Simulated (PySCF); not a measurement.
C₄H₂ClF, SMILES C#C/C(Cl)=C\F. Geometry: ωB97X-D3(BJ)/def2-SVP. The structure was generated by enumeration; whether it is a known compound was not checked.

Calculation: ωB97X-D3(BJ)/def2-SVP (PySCF 2.14.0).

Harmonic wavenumbers (cm⁻¹): 137, 247, 251, 292, 439, 520, 603, 715, 762, 786, 894, 1095, 1232, 1360, 1766, 2272, 3255, 3484. Rotational constants (GHz): 3.470, 2.391, 1.416; symmetry number 1.

Task: Work out the zero-point energy and the ideal-gas rigid-rotor harmonic-oscillator thermochemistry at 298.15 K and 1 atm.

Result: ZPE = ½ Σ hcν = ½ × 20110 cm⁻¹ = 120.28 kJ/mol. H − E(el) = 138.34 kJ/mol. Entropy in J/(mol K): translation 166.73, rotation 115.92, vibration 44.71, total 327.36. G − E(el) = 40.73 kJ/mol. Cp = 92.14 J/(mol K). Modes under 150 cm⁻¹ make the vibrational entropy uncertain.
